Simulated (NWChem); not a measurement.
System: C2H5O, doublet; SMILES [CH](O)C

NWChem input:

```
start job
memory heap 200 mb stack 900 mb global 1100 mb
geometry units angstroms noautoz
  C     -0.216893    -1.220610    -0.007401
  C      0.492894     0.079832    -0.142557
  O     -0.280168     1.177710     0.165072
  H      0.405005    -2.034717    -0.394734
  H     -0.470962    -1.462183     1.040135
  H     -1.159293    -1.209231    -0.569718
  H      1.556617     0.153548     0.090802
  H      0.265234     1.974870     0.089954
end
basis spherical
  * library cc-pvtz
end
dft
  odft
  mult 2
  xc xpbe96 cpbe96
  iterations 150
  mulliken
end
task dft energy
```

Excerpt of the output:

```
             Northwest Computational Chemistry Package (NWChem) 7.3.0
             --------------------------------------------------------

 C1  symmetry detected

                             Geometry "geometry" -> ""
                             -------------------------

 Output coordinates in angstroms (scale by  1.889725989 to convert to a.u.)

  No.       Tag          Charge          X              Y              Z
 ---- ---------------- ---------- -------------- -------------- --------------
    1 C                    6.0000    -0.21155509    -1.22208149     0.00308017
    2 C                    6.0000     0.51604991     0.07302439    -0.07757884
    3 O                    8.0000    -0.29716585     1.18173842     0.00626560
    4 H                    1.0000     0.46955516    -2.05395263    -0.20580593
    5 H                    1.0000    -0.66145097    -1.39859285     0.99639668
    6 H                    1.0000    -1.02953646    -1.25443134    -0.72788331
    7 H                    1.0000     1.51612501     0.17036724     0.34876755
    8 H                    1.0000     0.25566516     1.97704484    -0.01460778

 Effective nuclear repulsion energy (a.u.)      74.7634297827

  pbe96 is a nonlocal functional; adding pw91lda local functional.

                                 NWChem DFT Module
                                 -----------------

 Summary of "ao basis" -> "ao basis" (spherical)
 ------------------------------------------------------------------------------
       Tag                 Description            Shells   Functions and Types
 ---------------- ------------------------------  ------  ---------------------
 C                          cc-pvtz                 10       30   4s3p2d1f
 O                          cc-pvtz                 10       30   4s3p2d1f
 H                          cc-pvtz                  6       14   3s2p1d

            General Information
            -------------------
          SCF calculation type: DFT
          Wavefunction type:  spin polarized.
          No. of atoms     :     8
          No. of electrons :    25
           Alpha electrons :    13
            Beta electrons :    12
          Charge           :     0
          Spin multiplicity:     2
          Use of symmetry is: off; symmetry adaption is: off
          Maximum number of iterations: 150
          AO basis - number of functions:   160
                     number of shells:    60
          Convergence on energy requested:  1.00D-06
          Convergence on density requested:  1.00D-05
          Convergence on gradient requested:  5.00D-04

              XC Information
              --------------
          PerdewBurkeErnzerhof Exchange Functional  1.000
            Perdew 1991 LDA Correlation Functional  1.000 local
           PerdewBurkeErnz. Correlation Functional  1.000 non-local

             Grid Information
             ----------------
          Grid used for XC integration:  medium
          Radial quadrature: Mura-Knowles
          Angular quadrature: Lebedev.
          Tag              B.-S. Rad. Rad. Pts. Rad. Cut. Ang. Pts.
          ---              ---------- --------- --------- ---------
          C                   0.70       49          10.0       434
          O                   0.60       49          10.0       434
          H                   0.35       45          11.0       434
          Grid pruning is: on
          Number of quadrature shells:   372
          Spatial weights used:  Erf1

      Superposition of Atomic Density Guess
      -------------------------------------

 Sum of atomic energies:        -152.62070901

      Non-variational initial energy
      ------------------------------

 Total energy =    -154.111780
 1-e energy   =    -354.092332
 2-e energy   =     125.217123
 HOMO         =      -0.091628
 LUMO         =       0.080161

     ---------------------------------------------
      Total Density - Mulliken Population Analysis
     ---------------------------------------------

    Atom       Charge   Shell Charges
 -----------   ------   -------------------------------------------------------
    1 C    6     6.54   1.95  0.89  0.18  0.37  0.83  1.62  0.64  0.01  0.04  0.00
    2 C    6     5.99   1.95  0.86  0.18  0.37  0.68  1.31  0.52  0.02  0.08  0.01
    3 O    8     8.51   1.95  1.02  0.24  0.52  1.32  2.28  1.16  0.00  0.02  0.00
    4 H    1     0.82   0.24  0.42  0.13  0.01  0.01  0.00
    5 H    1     0.83   0.24  0.42  0.14  0.01  0.01  0.00
    6 H    1     0.82   0.24  0.42  0.13  0.01  0.02  0.00
    7 H    1     0.86   0.24  0.44  0.15  0.01  0.02  0.00
    8 H    1     0.63   0.20  0.30  0.06  0.02  0.04  0.01

     --------------------------------------------
      Spin Density - Mulliken Population Analysis
     --------------------------------------------

    Atom       Charge   Shell Charges
 -----------   ------   -------------------------------------------------------
    1 C    6     0.03  -0.00  0.00  0.00 -0.00  0.00  0.00  0.00  0.00  0.02  0.00
    2 C    6     0.75  -0.00  0.01  0.00  0.03  0.17  0.30  0.23  0.00  0.00  0.00
    3 O    8     0.10  -0.00  0.00  0.00 -0.00  0.04  0.05  0.00  0.00  0.00  0.00
    4 H    1     0.00   0.00  0.00  0.00  0.00  0.00  0.00
    5 H    1     0.07   0.01  0.03  0.03  0.00 -0.00  0.00
    6 H    1     0.01   0.01  0.01 -0.00  0.00 -0.00  0.00
    7 H    1     0.03   0.00  0.01  0.00  0.00  0.01  0.00
    8 H    1     0.00   0.00  0.00  0.00  0.00  0.00  0.00

   convergence    iter        energy       DeltaE   RMS-Dens  Diis-err
 ---------------- ----- ----------------- --------- --------- ---------
 d= 0,ls=0.0,diis     1   -154.1935852405 -2.29D+02  2.74D-03  1.67D-01
                                                     2.56D-03  1.56D-01
 d= 0,ls=0.0,diis     2   -154.1532257988  4.04D-02  1.96D-03  2.47D-01
                                                     1.84D-03  2.53D-01
 d= 0,ls=0.0,diis     3   -154.2296274122 -7.64D-02  6.58D-04  5.60D-02
                                                     5.16D-04  5.49D-02
 d= 0,ls=0.0,diis     4   -154.2480822162 -1.85D-02  1.84D-04  1.27D-03
                                                     1.05D-04  1.03D-03
 d= 0,ls=0.0,diis     5   -154.2484740154 -3.92D-04  5.51D-05  2.29D-04
                                                     4.78D-05  2.43D-04
  Resetting Diis
 d= 0,ls=0.0,diis     6   -154.2485822985 -1.08D-04  1.35D-05  1.16D-05
                                                     7.95D-06  7.97D-06
 d= 0,ls=0.0,diis     7   -154.2485868821 -4.58D-06  5.08D-06  2.23D-07
                                                     3.78D-06  2.78D-07
 d= 0,ls=0.0,diis     8   -154.2485869203 -3.81D-08  2.83D-06  4.17D-07
                                                     1.98D-06  3.59D-07

         Total DFT energy =     -154.248586920288
      One electron energy =     -357.046343045565
           Coulomb energy =      149.107325491087
    Exchange-Corr. energy =      -21.072999148517
 Nuclear repulsion energy =       74.763429782708

 Numeric. integr. density =       24.999995878860

                    DFT Final Alpha Molecular Orbital Analysis
                    ------------------------------------------

 Vector   11  Occ=1.000000D+00  E=-3.162128D-01
              MO Center= -2.4D-01,  4.4D-02,  2.5D-02, r^2= 2.5D+00
   Bfn.  Coefficient  Atom+Function         Bfn.  Coefficient  Atom+Function
  ----- ------------  ---------------      ----- ------------  ---------------
    70      0.272573  3 O  pz                67      0.230748  3 O  pz
    73      0.203940  3 O  pz                10     -0.175045  1 C  pz
     7     -0.148434  1 C  pz               120      0.138961  6 H  s
    13     -0.111405  1 C  pz               106     -0.109597  5 H  s
   119      0.107945  6 H  s                 68     -0.101633  3 O  px

 Vector   12  Occ=1.000000D+00  E=-2.947613D-01
              MO Center=  3.7D-02,  5.3D-01, -3.7D-03, r^2= 2.0D+00
   Bfn.  Coefficient  Atom+Function         Bfn.  Coefficient  Atom+Function
  ----- ------------  ---------------      ----- ------------  ---------------
    68      0.251671  3 O  px                65      0.216346  3 O  px
    71      0.207541  3 O  px                70      0.197338  3 O  pz
   134     -0.180439  7 H  s                 67      0.166936  3 O  pz
    38     -0.161709  2 C  px                35     -0.153182  2 C  px
    73      0.150488  3 O  pz               135     -0.126369  7 H  s

 Vector   13  Occ=1.000000D+00  E=-1.249665D-01
              MO Center=  3.2D-01,  1.6D-01, -1.3D-01, r^2= 1.9D+00
   Bfn.  Coefficient  Atom+Function         Bfn.  Coefficient  Atom+Function
  ----- ------------  ---------------      ----- ------------  ---------------
    40      0.378863  2 C  pz                43      0.352066  2 C  pz
    37      0.292610  2 C  pz                73     -0.274882  3 O  pz
    34     -0.240818  2 C  s                107     -0.240693  5 H  s
    70     -0.230737  3 O  pz                67     -0.203272  3 O  pz
   106     -0.142012  5 H  s                 41     -0.136495  2 C  px

 Vector   14  Occ=0.000000D+00  E= 8.091985D-03
              MO Center=  6.0D-01,  1.6D+00,  7.1D-02, r^2= 4.1D+00
   Bfn.  Coefficient  Atom+Function         Bfn.  Coefficient  Atom+Function
  ----- ------------  ---------------      ----- ------------  ---------------
   149      1.210138  8 H  s                 34     -1.005669  2 C  s
   135      0.761187  7 H  s                 64     -0.607109  3 O  s
     4     -0.525900  1 C  s                 72     -0.387908  3 O  py
    93      0.368834  4 H  s                148      0.280277  8 H  s
    41     -0.251483  2 C  px               107      0.238275  5 H  s

[...]
```

Level: PBE/cc-pVTZ, spin-unrestricted. Coordinates come from a B3LYP/6-31G* (spherical d), spin-unrestricted optimisation. No stability test was run on the SCF state.
